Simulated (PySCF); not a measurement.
# Spin states of LiBe

Unrestricted PBE0; Li jorge-DZP-DKH, Be jorge-DZP-DKH; spin-free X2C with a Gaussian nucleus (PySCF 2.14). Outer shells of the fragments: Li 2s1; Be 2s2.

Followed along the bond (rough minima from three points):

```
2Ms+1   unpaired  ⟨S²⟩ at the start  R at minimum (Å)  Te (eV)
    2        σ ↑               0.77              2.61     0.00
    2        π ↑               0.75              2.26     0.62
    4  σ ↑↑, π ↑               3.75              2.54     2.22
```

Solutions found at the starting distance of 2.245 Å, counted from the lowest of them; the search is not exhaustive and high or unbound solutions are not listed, so other states can lie among these:

```csv
2Ms+1,unpaired,term,E (eV),⟨S²⟩,⟨Lz²⟩,μ (D)
2,σ ↑,²Σ⁺,0.00,0.77,0.00,-2.94
2,π ↑,²Π,0.46,0.75,1.01,-3.66
4,"σ ↑↑, π ↑",⁴Π,2.16,3.75,1.00,-4.74
4,"σ ↑, π ↑↑",⁴Σ⁻,2.53,3.75,0.00,-3.43
2,"σ ↑↑, π ↓",mixed,3.15,1.75,1.00,-4.38
4,σ ↑↑↑,⁴Σ⁺,3.27,3.75,0.00,4.86
2,"σ ↑, π ↑↓",mixed,3.47,1.75,2.01,-2.73
2,σ ↑,mixed,4.00,0.92,2.00,-1.53
4,"σ ↑, π ↑↑",mixed,5.05,3.75,2.00,3.30
```

A term symbol is given only where ⟨S²⟩ and ⟨Lz²⟩ are close to those of a pure state; real π, δ and φ orbitals otherwise mix terms. A positive dipole means Li(−)Be(+).

Compare the gap between the two lowest followed solutions at the starting distance with the gap between their minima.

At PBE0 the second solution (doublet, unpaired electrons π ↑) lies +0.46 eV from the first (doublet, unpaired electrons σ ↑) at 2.245 Å and +0.62 eV at the minima; the two curves relax by different amounts, since their minima lie near 2.26 and 2.61 Å.

Counting both spins, an empty level lies below a filled one in some of these solutions, because spin and occupation are held.
